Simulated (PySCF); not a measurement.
Nb(O)(F)(Me)2 (C₂H₆FNbO), SMILES [CH3][Nb]([CH3])(=[O])[F], multiplicity 1. Heavy atoms are numbered as in [Nb:1](=[O:2])([F:3])([CH3:4])[CH3:8]. Hydrogens are named by the atom that carries them.

The structure is a stationary point at PBE0-D3(BJ)/def2-SVP. The spin state was assumed, not searched. The def2 effective core potentials stand for the cores of Nb; spin–orbit coupling is left out.

These are PySCF with B3LYP/def2-TZVP values and carry that method's errors.

ESP charges are fitted to the potential on shells at 1.4 to 2.0 van der Waals radii. Atomic charges (e), one atom of each kind:

```
atom      ESP fit  Löwdin  Mulliken
--------  -------  ------  --------
Nb1          1.51    0.79      1.55
O2          -0.57   -0.27     -0.56
F3          -0.41   -0.25     -0.48
C4 (CH3)    -0.83   -0.52     -0.69
H on C4      0.19    0.13      0.14
```
